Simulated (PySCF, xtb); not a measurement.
Bi(Et)(OH)2 (C2H7BiO2), SMILES C[CH2][Bi]([OH])[OH]. The values are those of a single conformer.

Harmonic wavenumbers (cm⁻¹) from xtb 6.7.1 with GFN2-xTB at its own minimum, in rising order: 54, 131, 141, 166, 185, 237, 253, 311, 453, 456, 503, 702, 855, 910, 950, 1000, 1086, 1219, 1239, 1412, 1480, 1507, 1511, 2991, 3007, 3021, 3026, 3033, 3674, 3680.

Question: What does PySCF with B3LYP-D3(BJ)/def2-SVP give at its own minimum? (The exact figures need the calculation; the answer reports its results.)

Answer: 41, 100, 137, 163, 209, 245, 257, 272, 437, 535, 550, 659, 823, 853, 928, 952, 1038, 1180, 1240, 1390, 1439, 1471, 1480, 3011, 3040, 3075, 3098, 3113, 3800, 3801. Paired by order, the mean absolute difference is 40 cm⁻¹ and the zero-point energies are 56.0 and 56.2 kcal/mol.
